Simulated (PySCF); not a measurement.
OSe, triplet, geometry from GFN2-xTB; HF/STO-3G run with PySCF.

The PySCF input:
```python
from pyscf import gto, scf

mol = gto.Mole()
mol.atom = '''
    O    -0.00000000   -0.00000000   -1.29850896
    Se    0.00000000    0.00000000    0.30553152
'''
mol.basis = 'sto-3g'
mol.spin = 2
mol.verbose = 4
mol.symmetry = True
mol.symmetry_subgroup = 'C2v'
mol.build()

mf = scf.UHF(mol)
mf.kernel()
mf.analyze()
```

The log (banner, timings and long lists left out):

```
PySCF version 2.14.0

[INPUT] verbose = 4
[INPUT] num. atoms = 2
[INPUT] num. electrons = 42
[INPUT] charge = 0
[INPUT] spin (= nelec alpha-beta = 2S) = 2
[INPUT] symmetry True subgroup C2v
[INPUT] Mole.unit = angstrom
[INPUT] Symbol           X                Y                Z      unit          X                Y                Z       unit  Magmom
[INPUT]  1 O      0.000000000000   0.000000000000  -1.298508960000 AA    0.000000000000   0.000000000000  -2.453826304694 Bohr   0.0
[INPUT]  2 Se     0.000000000000   0.000000000000   0.305531520000 AA    0.000000000000   0.000000000000   0.577370895222 Bohr   0.0

nuclear repulsion = 89.7335217938141
point group symmetry = Coov, use subgroup C2v
symmetry origin: [0. 0. 0.]
symmetry axis x: [1. 0. 0.]
symmetry axis y: [0. 1. 0.]
symmetry axis z: [0. 0. 1.]
num. orbitals of irrep A1 = 12
num. orbitals of irrep A2 = 1
num. orbitals of irrep B1 = 5
num. orbitals of irrep B2 = 5
number of shells = 11
number of NR pGTOs = 69
number of NR cGTOs = 23
basis = sto-3g
ecp = {}

******** <class 'pyscf.scf.uhf_symm.SymAdaptedUHF'> ********
method = SymAdaptedUHF
initial guess = minao
damping factor = 0
level_shift factor = 0
DIIS = <class 'pyscf.scf.diis.CDIIS'>
diis_start_cycle = 1
diis_space = 8
diis_damp = 0
SCF conv_tol = 1e-09
SCF conv_tol_grad = None
SCF max_cycles = 50
direct_scf = True
direct_scf_tol = 1e-13
number electrons alpha = 22  beta = 20
Freeze 0 electrons in irreps []
    42 free electrons in irreps A1 A2 B1 B2
Set gradient conv threshold to 3.16228e-05
init E= -2443.91326420596

cycle= 1 E= -2447.30984264602  delta_E= -3.4  |g|= 0.146  |ddm|= 1.77
cycle= 2 E= -2447.32356713114  delta_E= -0.0137  |g|= 0.0934  |ddm|= 0.306
cycle= 3 E= -2447.32976088877  delta_E= -0.00619  |g|= 0.0301  |ddm|= 0.133
cycle= 4 E= -2447.33235837076  delta_E= -0.0026  |g|= 0.0253  |ddm|= 0.0936
cycle= 5 E= -2447.33508560206  delta_E= -0.00273  |g|= 0.00828  |ddm|= 0.171
cycle= 6 E= -2447.33540528343  delta_E= -0.00032  |g|= 0.00117  |ddm|= 0.076
cycle= 7 E= -2447.33540804765  delta_E= -2.76e-06  |g|= 0.000408  |ddm|= 0.00451
cycle= 8 E= -2447.33540847323  delta_E= -4.26e-07  |g|= 0.000165  |ddm|= 0.00195
cycle= 9 E= -2447.33540855236  delta_E= -7.91e-08  |g|= 2.02e-05  |ddm|= 0.00108
cycle= 10 E= -2447.33540855387  delta_E= -1.51e-09  |g|= 2.77e-06  |ddm|= 0.000173
cycle= 11 E= -2447.33540855389  delta_E= -1.68e-11  |g|= 3.34e-07  |ddm|= 1.68e-05
Extra cycle  E= -2447.33540855388  delta_E= 2.27e-12  |g|= 2.09e-07  |ddm|= 7.69e-07
converged SCF energy = -2447.33540855388  <S^2> = 2.0072296  2S+1 = 3.0048159
**** SCF Summaries ****
Total Energy =                       -2447.335408553884463
Nuclear Repulsion Energy =              89.733521793814091
One-electron Energy =                -3606.067049790338388
Two-electron Energy =                 1068.998119442639791
Two-electron Coulomb Energy =         1163.845817131356625
DFT Exchange-Correlation Energy =      -94.847697688716835
Wave-function symmetry = A2
alpha occupancy for each irrep:     A1   A2   B1   B2
                                    11    1    5    5
beta  occupancy for each irrep:     A1   A2   B1   B2
                                    11    1    4    4
**** MO energy ****
alpha MO #1 (A1 #1), energy= -455.622119770576 occ= 1
alpha MO #2 (A1 #2), energy= -58.7876624123884 occ= 1
alpha MO #3 (A1 #3), energy= -53.5018350458789 occ= 1
alpha MO #4 (B1 #1), energy= -53.5018032340018 occ= 1
alpha MO #5 (B2 #1), energy= -53.5018032340017 occ= 1
alpha MO #6 (A1 #4), energy= -20.3914765077822 occ= 1
alpha MO #7 (A1 #5), energy= -8.25556429044601 occ= 1
alpha MO #8 (A1 #6), energy= -6.09561353696284 occ= 1
alpha MO #9 (B1 #2), energy= -6.08871767429702 occ= 1
alpha MO #10 (B2 #2), energy= -6.08871767429703 occ= 1
alpha MO #11 (A1 #7), energy= -1.72354086692522 occ= 1
alpha MO #12 (B1 #3), energy= -1.70967833280859 occ= 1
alpha MO #13 (B2 #3), energy= -1.70967833280858 occ= 1
alpha MO #14 (A1 #8), energy= -1.69915536667429 occ= 1
alpha MO #15 (A2 #1), energy= -1.69915536667426 occ= 1
alpha MO #16 (A1 #9), energy= -1.40913763889292 occ= 1
alpha MO #17 (A1 #10), energy= -0.762249558770026 occ= 1
alpha MO #18 (B1 #4), energy= -0.618923628445543 occ= 1
alpha MO #19 (B2 #4), energy= -0.618923628445546 occ= 1
alpha MO #20 (A1 #11), energy= -0.49306967835327 occ= 1
alpha MO #21 (B1 #5), energy= -0.281722459552771 occ= 1
alpha MO #22 (B2 #5), energy= -0.281722459552756 occ= 1
alpha MO #23 (A1 #12), energy= 0.394236251764225 occ= 0
beta  MO #1 (A1 #1), energy= -455.620317674834 occ= 1
beta  MO #2 (A1 #2), energy= -58.7859423514815 occ= 1
beta  MO #3 (A1 #3), energy= -53.5016268555583 occ= 1
beta  MO #4 (B1 #1), energy= -53.4981240268064 occ= 1
beta  MO #5 (B2 #1), energy= -53.4981240268064 occ= 1
beta  MO #6 (A1 #4), energy= -20.3527922498369 occ= 1
beta  MO #7 (A1 #5), energy= -8.24970223395628 occ= 1
beta  MO #8 (A1 #6), energy= -6.09524242929094 occ= 1
beta  MO #9 (B1 #2), energy= -6.07768228058687 occ= 1
beta  MO #10 (B2 #2), energy= -6.07768228058688 occ= 1
beta  MO #11 (A1 #7), energy= -1.71743735098063 occ= 1
beta  MO #12 (B1 #3), energy= -1.70649928920804 occ= 1
beta  MO #13 (B2 #3), energy= -1.70649928920803 occ= 1
beta  MO #14 (A1 #8), energy= -1.69379559246537 occ= 1
beta  MO #15 (A2 #1), energy= -1.69379559246534 occ= 1
beta  MO #16 (A1 #9), energy= -1.22642855036639 occ= 1
beta  MO #17 (A1 #10), energy= -0.656768294873241 occ= 1
beta  MO #18 (A1 #11), energy= -0.432502443063267 occ= 1
beta  MO #19 (B1 #4), energy= -0.318788745370706 occ= 1
beta  MO #20 (B2 #4), energy= -0.318788745370702 occ= 1
beta  MO #21 (B1 #5), energy= 0.199264158776005 occ= 0
beta  MO #22 (B2 #5), energy= 0.199264158776007 occ= 0
beta  MO #23 (A1 #12), energy= 0.461352630951451 occ= 0
 ** Mulliken pop alpha/beta on meta-lowdin orthogonal AOs **
 ** Mulliken pop       alpha | beta **
pop of  0 O 1s        0.99997 | 0.99998
pop of  0 O 2s        0.94272 | 0.92016
pop of  0 O 2px       1.00000 | 0.38348
pop of  0 O 2py       1.00000 | 0.38348
pop of  0 O 2pz       0.74390 | 0.70655
pop of  1 Se 1s        1.00000 | 1.00000
pop of  1 Se 2s        1.00000 | 0.99999
pop of  1 Se 3s        0.99999 | 0.99999
pop of  1 Se 4s        0.94763 | 0.92863
pop of  1 Se 2px       1.00000 | 1.00000
pop of  1 Se 2py       1.00000 | 1.00000
pop of  1 Se 2pz       1.00000 | 1.00000
pop of  1 Se 3px       1.00000 | 0.99988
pop of  1 Se 3py       1.00000 | 0.99988
pop of  1 Se 3pz       0.99971 | 0.99974
pop of  1 Se 4px       1.00000 | 0.61684
pop of  1 Se 4py       1.00000 | 0.61684
pop of  1 Se 4pz       0.36840 | 0.44733
pop of  1 Se 3dxy      1.00000 | 1.00000
pop of  1 Se 3dyz      1.00000 | 0.99980
pop of  1 Se 3dz^2     0.99768 | 0.99763
pop of  1 Se 3dxz      1.00000 | 0.99980
pop of  1 Se 3dx2-y2    1.00000 | 1.00000
In total            22.00000 | 20.00000
 ** Mulliken atomic charges   ( Nelec_alpha | Nelec_beta ) **
charge of  0O =     -0.08024  (     4.68659      3.39365 )
charge of  1Se =      0.08024  (    17.31341     16.60635 )
Dipole moment(X, Y, Z, Debye):  0.00000,  0.00000, -0.18653
```
